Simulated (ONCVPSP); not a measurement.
## PBE ONCV dataset for magnesium, scalar-relativistic all-electron reference.

magnesium (Mg), optimised norm-conserving Vanderbilt (ONCV), made with ONCVPSP 4.0.1 (PBE, scalar-relativistic). Core [He], reference 2s2 2p6 3s1.75 3p0.25. Waves: 2s+3s: rc 1.25 bohr, ncon 4, nbas 9, qcut 7.8 1/bohr, 3 projectors, debl 3 Ha; 2p+3p: rc 1.15 bohr, ncon 3, nbas 7, qcut 11.2 1/bohr, 2 projectors; d scattering state at 0.16 Ha: rc 1.15 bohr, ncon 4, nbas 7, qcut 7.1 1/bohr, 2 projectors, debl 0.6 Ha. Local part: polynomial inside 0.85 bohr (lpopt 5, dvloc0 0 Ha). Core correction: none.

All-electron outer shells of the reference configuration (PBE, scalar-relativistic, ld1.x):

| shell | level (eV) | outermost node (bohr) | outermost maximum (bohr) |
| --- | --- | --- | --- |
| 1s | -1260.21 | – | 0.09 |
| 2s | -80.39 | 0.18 | 0.54 |
| 2p | -47.16 | – | 0.48 |
| 3s | -4.97 | 0.90 | 2.53 |
| 3p | -1.54 | 0.96 | 3.46 |

Does the generator finish with these settings?

Yes, a potential is produced and its reference levels are reproduced.

Estimate the cutoffs (Ha) at which the residual kinetic energy of the hardest occupied pseudo-wave falls to 1 and 0.1 mHa per electron.

50 Ha and 57 Ha.

What does a ghost test show?

No bound ghost flagged; GHOST(+) flags only above 600 eV.

Which valence shell sets the plane-wave cutoff?

2p: 50 Ha for 1 mHa per electron, against 40 Ha for 3p.

Its largest configuration-test error is -321 meV (2s1 2p6 3s2 3p0). 1 of 4 tests not solved or not reliable.
